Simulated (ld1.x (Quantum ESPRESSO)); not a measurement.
**An all-electron radial function and its pseudo partner (Cr (Z = 24))**

Columns: radius, all-electron u(r) and pseudo u(r) of the 4p shell (level -0.87 eV) of chromium in the configuration [Ar] 3d5.5 4s0.5 4p0; PBE, scalar-relativistic, RRKJ scheme, ld1.x (Quantum ESPRESSO) 7.5.

| r (bohr) | all-electron | pseudo |
| --- | --- | --- |
| 0.165 | 0.0802 | 0.0017 |
| 0.330 | -0.0052 | 0.0068 |
| 0.495 | -0.1007 | 0.0153 |
| 0.660 | -0.1395 | 0.0273 |
| 0.825 | -0.1285 | 0.0426 |
| 0.990 | -0.0883 | 0.0613 |
| 1.155 | -0.0348 | 0.0832 |
| 1.320 | 0.0224 | 0.1083 |
| 1.485 | 0.0783 | 0.1361 |
| 1.650 | 0.1305 | 0.1661 |
| 1.815 | 0.1779 | 0.1977 |
| 1.980 | 0.2204 | 0.2298 |
| 2.145 | 0.2579 | 0.2614 |
| 2.310 | 0.2908 | 0.2915 |
| 2.475 | 0.3193 | 0.3191 |
| 2.640 | 0.3438 | 0.3435 |
| 2.805 | 0.3646 | 0.3644 |
| 2.970 | 0.3819 | 0.3819 |
| 3.135 | 0.3962 | 0.3962 |
| 3.300 | 0.4076 | 0.4076 |
| 3.465 | 0.4165 | 0.4165 |
| 3.630 | 0.4230 | 0.4230 |
| 3.795 | 0.4274 | 0.4274 |
| 3.960 | 0.4299 | 0.4299 |
| 4.125 | 0.4308 | 0.4308 |
| 4.290 | 0.4302 | 0.4302 |

How many radial nodes do the two functions have?

The all-electron 4p function has n − l − 1 = 2; the pseudo-wave has 0, since the states of the same l below it are removed with the core.

At about which radius was the pseudo-wave matched?

3.30 bohr. The columns agree to 0.0005 from 2.48 bohr on; several derivatives are matched, so the curves merge somewhat inside the radius.

Where does each function peak?

Outermost all-electron maximum near 4.12 bohr, pseudo maximum near 4.12 bohr (to the table’s step).

Is the pseudo-wave norm-conserving?

Yes: the RRKJ scheme keeps the norm inside the radius equal to the all-electron one, which fixes the energy derivative of the logarithmic derivative at the level.
